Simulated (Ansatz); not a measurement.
Basis-set series for CH6B2SSi (`[SiH3]SB1BC1`). Charge 0, multiplicity 1. All single points use the PBE0-D4/def2-TZVP geometry. It is one conformer, not always the lowest.

| functional | basis | functions | energy (Eh) | HOMO (eV) | LUMO (eV) |
| --- | --- | --- | --- | --- | --- |
| PBE0-D4 | def2-SVP | 108 | -778.40320 | -7.12 | -1.55 |
| PBE0-D4 | def2-QZVPP | 491 | -778.76730 | -7.17 | -1.67 |
| ωB97M-V | def2-SVP | 108 | -778.67681 | -9.24 | 0.58 |
| ωB97M-V | def2-QZVPP | 491 | -779.04461 | -9.32 | 0.34 |

(1) Give the rows for def2-TZVPP. (Estimate.)

Answers

(1) Ansatz gave: 
| functional | basis | functions | energy (Eh) | HOMO (eV) | LUMO (eV) |
| --- | --- | --- | --- | --- | --- |
| PBE0-D4 | def2-TZVPP | 261 | -778.74015 | -7.16 | -1.64 |
| ωB97M-V | def2-TZVPP | 261 | -779.01950 | -9.31 | 0.40 |

Positive LUMOs are unbound and depend on the basis.
